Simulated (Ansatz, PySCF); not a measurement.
Isomers of CH6OSi. All species are isolated molecules in the gas phase. One relaxed conformer stands for each flexible species; it need not be the lowest. Strings in code marks are SMILES.

Quantity: vertical ionisation energy (energy after one electron is removed minus that of the parent at the parent's geometry), in eV.

Level 1: frozen-core CCSD(T)/cc-pVTZ // r2SCAN-D4/def2-TZVP (Ansatz, a program for electronic structure)
Level 2: PBE-D3(BJ)/def2-TZVP // r2SCAN-D4/def2-TZVP (PySCF)
Level 3: SVWN5/6-31G* // r2SCAN-D4/def2-TZVP (PySCF)
Level 4: minus the HOMO energy of r2SCAN-D4/def2-TZVP (PySCF)

```
species                            level 2  level 3  level 4
---------------------------------  -------  -------  -------
`CO[SiH3]`                           10.11    10.05     7.00
`OC[SiH3]` (H–O–C–Si torsion 60°)     9.72     9.65     6.38
```

### Question
What does level 1 give for each?

### Answer

- `CO[SiH3]`: 10.77
- `OC[SiH3]` (H–O–C–Si torsion 60°): 10.15
